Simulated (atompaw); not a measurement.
**Pseudopotential generation for promethium: PAW (atompaw), PBEsol, scalar-relativistic.**

atompaw 4.2.0.5 was run on this input:

```
Pm 61
GGA-PBESOL scalarrelativistic loggrid 2001 logderivrange -5 5 251
6 6 5 4 0 0
6 0 1.75
6 1 0.25
5 2 0
4 3 5
0 0 0
c
c
c
c
v
v
c
c
c
v
v
c
c
v
v
3
3.00 2.35 2.55 2.10
n
n
y
0.3
n
y
4.6
n
custom rrkj vanderbiltortho besselshape
bessel
2.00
3.00
2.10
2.75
3.00
3.00
1.90
1.90
PWSCFOUT
UPFDX 0.0125d0 UPFXMIN -7.d0 UPFZMESH 61.d0
END
```

Command:

```bash
atompaw < Pm.input > Pm.log
```

The program printed (summary file):

```
Completed calculations for Pm (AE)

 Exchange-correlation type: GGA, Perdew-Burke-Ernzerhof modified (PBEsol)

 Radial integration grid is logarithmic
 r0 =   1.1058793E-04 h =   6.7458638E-03   n =      2001 rmax =   8.0000000E+01

 Scalar relativistic calculation

 AEatom converged in  38 iterations
   nz     =  61.00
   delta  =       4.459374952097E-15

 All Electron Orbital energies:
  n  l      occupancy      energy
  1  0      2.0000000E+00 -3.3078219E+03
  2  0      2.0000000E+00 -5.3785123E+02
  3  0      2.0000000E+00 -1.1728861E+02
  4  0      2.0000000E+00 -2.3321932E+01
  5  0      2.0000000E+00 -3.1040835E+00
  6  0      1.7500000E+00 -2.7521781E-01
  2  1      6.0000000E+00 -4.8036877E+02
  3  1      6.0000000E+00 -9.9242251E+01
  4  1      6.0000000E+00 -1.7399610E+01
  5  1      6.0000000E+00 -1.6913993E+00
  6  1      2.5000000E-01 -1.0018957E-01
  3  2      1.0000000E+01 -7.4499037E+01
  4  2      1.0000000E+01 -9.0380156E+00
  5  2      0.0000000E+00 -1.5177296E-01
  4  3      5.0000000E+00 -1.8440477E-01

 Total energy
   Total                    :   -20033.89591518674206

 ---
 Completed calculations for Pm (SC)

 Exchange-correlation type: GGA, Perdew-Burke-Ernzerhof modified (PBEsol)

 Radial integration grid is logarithmic
 r0 =   1.1058793E-04 h =   6.7458638E-03   n =      2001 rmax =   8.0000000E+01

 Scalar relativistic calculation

 SCatom converged in   5 iterations
   nz     =  61.00
   delta  =       8.907731072729E-15

 Valence Electron Orbital energies:
  n  l      occupancy      energy
   5  0      2.0000000E+00 -3.1040835E+00
   6  0      1.7500000E+00 -2.7521781E-01
   5  1      6.0000000E+00 -1.6913993E+00
   6  1      2.5000000E-01 -1.0018957E-01
   5  2      0.0000000E+00 -1.5177296E-01
   4  3      5.0000000E+00 -1.8440477E-01

 Total energy
   Total                    :   -20033.89591522122646
   Valence                  :     -561.62589046640142

 PAW parameters:
       lmax =            3
         rc =    3.0147036244253580
        irc =         1515
   rc_shape =    2.3646744154388086
    rc_vloc =    2.5640661720203699
    rc_core =    2.1084539990157189
   Vloc: truncated form - Vps(r)=A.sin(qr)/r for r<rc
   Projector type: RRKJ pseudization + Vanderbilt ortho.
   Bessel compensation charge shape zeroed at   2.3647E+00

 Number of basis functions     8
 No.   n  nodes  l      Energy         Cp coeff         Occ
  1    5    4    0   -0.3104083E+01 -0.3403437E+00  0.2000000E+01
  2    6    5    0   -0.2752178E+00  0.9102169E+01  0.1750000E+01
  3    5    3    1   -0.1691399E+01 -0.1586465E+01  0.6000000E+01
  4    6    4    1   -0.1001896E+00 -0.9880235E+01  0.2500000E+00
  5    5    2    2   -0.1517730E+00  0.1248348E+04  0.0000000E+00
  6  999    3    2    0.3000000E+00  0.5294443E+02  0.0000000E+00
  7    4    0    3   -0.1844048E+00 -0.2478591E+01  0.5000000E+01
  8  999    1    3    0.4600000E+01 -0.5958192E+01  0.0000000E+00

 Eigenvalues of overlap operator (in the basis of projectors):
    1        9.58354369E-02
    2        1.72946449E-01
    3        2.50089845E-01
    4        6.22719639E-01
    5        3.21437297E+01
    6        3.81902863E+01
    7        1.12596410E+03
    8        1.63912396E+03

 Orbital leakage outside PAW augmentation regions
   orb  is_core?  %out_of_sphere
   1 0    T           0.00
   2 0    T           0.00
   3 0    T           0.00
   4 0    T           0.00
   5 0    F           0.60
   6 0    F          82.10
   2 1    T           0.00
   3 1    T           0.00
   4 1    T           0.00
   5 1    F           3.15
   6 1    F          95.05
   3 2    T           0.00
   4 2    T           0.00
   5 2    F          47.25
   4 3    F           2.12

 Summary of PAW energies
   Total valence energy     :   -561.62480725110572
   Smooth energy            :     69.59219528307747
   One center               :   -631.21700253418317
   Smooth kinetic           :     33.60262710990363
   Vloc energy              :     34.77671911967240
   Smooth exch-corr         :    -14.31557378332075
   One-center xc            :   -435.68235685607635
```

The run took about 30 s on one core of a shared server CPU.
